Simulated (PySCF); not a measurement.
## Calculated NMR data

[PySCF 2.14: geometry from GFN2-xTB; shielding tensors at PBE0/pcSseg-1 (GIAO); gas phase; a single conformation; non-relativistic Hamiltonian; averaged over atoms made equivalent by symmetry, fast rotation or ring inversion]

References, each an isolated molecule treated in the same way: ¹H, ¹³C vs TMS. Splittings of carbon signals by F and P are missing where no couplings were computed. Where no couplings were computed, multiplicities follow the n + 1 count of equivalent neighbours, and m marks all less simple cases (inequivalent or close neighbours, rings, F or P nearby). Shifts are as computed. Against solution values, carbons near 30 ppm lie about +3 ppm off and those near 130 ppm about +5 ppm. Of 1211 compounds with measured shifts, 218 miss one by over three times the rms of a fit or turn the order of signals round; such compounds aren't used in these exercises. OH and NH positions are gas-phase values without hydrogen bonding to other molecules.

**1.** `C=Cc1ccpcc1C(C)=O`, C9H9OP. ¹H NMR (400 MHz, computed): δ 9.28 (m, 1H), 8.91 (m, 1H), 8.41 (m, 1H), 7.18 (m, 1H), 6.27 (m, 1H), 5.83 (m, 1H), 2.45 (s, 3H). ¹³C{¹H} NMR (computed): δ 215.1, 165.4, 160.4, 153.4, 145.0, 138.7, 135.4, 125.2, 36.3.

**2.** `CC(C)O[SiH2][SiH2]N`, C3H13NOSi2. ¹H NMR (400 MHz, computed): δ 5.33 (t, 2H), 5.09 (t, 2H), 3.92 (sept, 1H), 1.21 (d, 6H), -0.49 (br s, 2H). ¹³C{¹H} NMR (computed): δ 70.9 (CH), 26.3 (CH3).

**3.** SMILES P1=C(C=C)OC(C)=C1, C6H7OP. ¹H NMR (400 MHz, computed): δ 6.93 (m, 1H), 6.91 (m, 1H), 6.69 (m, 1H), 5.48 (m, 1H), 2.54 (s, 3H). ¹³C{¹H} NMR (computed): δ 205.1, 162.9, 137.9, 129.4, 118.9, 18.2.

**4.** `InChI=1S/C6H7OP/c1-2-6-3-4-8(7)5-6/h2-5,8H,1H2`. ¹H NMR (400 MHz, computed): δ 7.75 (m, 1H), 7.32 (m, 1H), 6.91 (m, 1H), 6.62 (m, 1H), 6.11 (m, 1H), 5.87 (m, 1H), 5.85 (m, 1H). ¹³C{¹H} NMR (computed): δ 155.8 (C), 144.6 (CH), 141.4 (CH), 139.3 (CH), 133.0 (CH), 127.1 (CH2).
